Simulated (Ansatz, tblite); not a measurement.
Cost and result up the ladder for the cluster CdO₂⁻ (the lowest doublet isomer of a short search) (3 atoms). Total charge -1; doublet. Geometry: B3LYP-D4/def2-TZVPD.

Cartesian coordinates in Å:
```
Cd 0.117 -0.852 1.456
O -0.712 0.519 -0.631
O 0.595 0.333 -0.825
```

Ansatz on 4 threads of Arm Neoverse V2 on a shared host; xTB runs through tblite on one thread. Times are rough, summed over both states, and most runs start from the orbitals of an earlier one. CCSD(T)/def2-TZVPPD serves as the yardstick here, not as an exact answer. Differences are given only for rows in sets of like size (and for xTB, whose basis is part of the method), since another set adds its own error. The other state is a quartet at its own geometry, which has other bonds, so the gap mixes isomer and spin.

In the def2 sets Cd takes a core potential, while STO-3G treats all electrons; there is no spin–orbit coupling. The xTB rows come from tblite. LC-ωPBE has ω = 0.4 bohr⁻¹. Correlated methods freeze 2 core orbitals; core or outer-core shells of Cd are correlated, in sets that lack core-valence functions. The structure holds 1 bond(s) between oxygen atoms. In the quartet geometry the species has come apart into loosely held pieces. Another isomer (doublet) lies 0.11 eV lower at LDA (SPW92)/def2-TZVPD.

Correlated methods converge slowly with the basis.

xTB has no spin-polarisation term.

```json
{"level": "GFN1-xTB", "functions": "12", "wall time": "0.002 s"}
{"level": "GFN2-xTB", "functions": "12", "wall time": "0.003 s"}
{"level": "HF/STO-3G", "functions": "37", "wall time": "0.65 s"}
{"level": "LDA (SPW92)/def2-TZVPD", "functions": "120", "wall time": "1.4 s"}
{"level": "HF/def2-TZVPD (with forces)", "functions": "120", "wall time": "2 s"}
{"level": "MP2/def2-TZVPD", "functions": "120", "wall time": "2.5 s"}
{"level": "BLYP-D4/def2-TZVPD", "functions": "120", "wall time": "2.9 s"}
{"level": "PBE-D4/def2-TZVPD", "functions": "120", "wall time": "3.2 s"}
{"level": "LC-ωPBE/def2-TZVPD", "functions": "120", "wall time": "4.6 s"}
{"level": "RPA@PBE/def2-TZVPD", "functions": "120", "wall time": "7 s"}
{"level": "r2SCAN-D4/def2-TZVPD", "functions": "120", "wall time": "7.6 s"}
{"level": "r2SCAN0-D4/def2-TZVPD", "functions": "120", "wall time": "9.9 s"}
{"level": "PBE0-D4/def2-TZVPD", "functions": "120", "wall time": "11 s"}
{"level": "CCSD(T)/def2-TZVPPD", "functions": "136", "wall time": "49 s"}
```

(1) Estimate what each level gives for the quartet − doublet (eV).

Results:

(1) 
```csv
level,quartet − doublet (eV),difference from CCSD(T)/def2-TZVPPD (eV),remarks
GFN1-xTB,5.27,3.01,–
GFN2-xTB,7.43,5.17,–
HF/STO-3G,4.44,–,"HOMO above zero (doublet), HOMO above zero (quartet)"
LDA (SPW92)/def2-TZVPD,2.19,-0.07,"HOMO above zero (doublet), HOMO above zero (quartet)"
HF/def2-TZVPD (with forces),1.27,-0.99,HOMO above zero (quartet)
MP2/def2-TZVPD,2.26,0.01,HOMO above zero (quartet)
BLYP-D4/def2-TZVPD,2.14,-0.12,"HOMO above zero (doublet), HOMO above zero (quartet)"
PBE-D4/def2-TZVPD,1.99,-0.27,"HOMO above zero (doublet), HOMO above zero (quartet)"
LC-ωPBE/def2-TZVPD,2.09,-0.17,HOMO above zero (quartet)
RPA@PBE/def2-TZVPD,2.32,0.06,–
r2SCAN-D4/def2-TZVPD,1.94,-0.32,"HOMO above zero (doublet), HOMO above zero (quartet)"
r2SCAN0-D4/def2-TZVPD,1.88,-0.37,HOMO above zero (quartet)
PBE0-D4/def2-TZVPD,1.93,-0.33,"HOMO above zero (doublet), HOMO above zero (quartet)"
CCSD(T)/def2-TZVPPD,2.26,0.00,HOMO above zero (quartet)
```
